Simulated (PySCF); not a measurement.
Fine-structure interval of Lu by level of theory

Lu [Xe] 4f14 5d1 6s2 [5d3/2^1, M_J = 3/2] → Lu [Xe] 4f14 5d1 6s2 [5d5/2^1, M_J = 5/2], as a difference of total energies. Computed with PySCF 2.14 in x2c-TZVPall-2c, with the two-component X2C-1e Hamiltonian. Correlated levels: [Ar] 3d10 frozen; the 18 highest virtual spinors dropped. "Screened" scales the spin-orbit matrix elements by Boettger's factors to mimic the two-electron term; Breit and QED terms are absent.

| method | fine-structure interval (cm⁻¹) |
| --- | --- |
| GHF (screened spin-orbit) | 1721.0 |
| GMP2 (screened spin-orbit) | 2330.3 |
| GHF (bare spin-orbit) | 2046.2 |

Errors of the correlated levels include the incompleteness of this basis and the frozen core.

For comparison: 1993.9 cm⁻¹ (measured; NIST Handbook of Basic Atomic Spectroscopic Data (Sansonetti and Martin, J. Phys. Chem. Ref. Data 34, 1559 (2005))).
